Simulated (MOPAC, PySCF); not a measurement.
HF3OSi, SMILES `[Si](O)(F)(F)F`, neutral singlet in the gas phase. 

Z-matrix (Å, degrees):
```
Si
F 1 1.5705
F 1 1.5778 2 108.75
F 1 1.5778 2 108.75 3 -115.92
O 1 1.6083 2 107.62 3 122.04
H 5 0.9599 1 121.10 2 180.00
```
Charge 0, multiplicity 1.

All levels are single points at this geometry (B3LYP-D3(BJ)/def2-TZVP); Pople sets use spherical d functions. Orbital energies aren't observables, and empty levels follow the basis.

SVWN5/6-31G* in PySCF gives gap (eV) = 8.07.

Problem. Estimate the gap (eV) from each of these levels: PBE-D3(BJ)/def2-TZVP in PySCF; TPSSh-D3(BJ)/def2-TZVP in PySCF; B3LYP/3-21G in PySCF; B3LYP/6-311+G** in PySCF; B3LYP/LANL2DZ in PySCF; BP86/6-31G* in PySCF; M06-2X/6-31G* in PySCF; PBE/6-31G* in PySCF; HF/3-21G in PySCF; HF/STO-3G in PySCF; PM3 in MOPAC; PM7 in MOPAC.

Solution. 
```csv
level,gap (eV)
PBE-D3(BJ)/def2-TZVP in PySCF,8.02
TPSSh-D3(BJ)/def2-TZVP in PySCF,9.47
B3LYP/3-21G in PySCF,10.10
B3LYP/6-311+G** in PySCF,9.57
B3LYP/LANL2DZ in PySCF,10.26
BP86/6-31G* in PySCF,8.28
M06-2X/6-31G* in PySCF,13.82
PBE/6-31G* in PySCF,8.08
HF/3-21G in PySCF,20.03
HF/STO-3G in PySCF,22.73
PM3 in MOPAC,13.39
PM7 in MOPAC,13.13
```
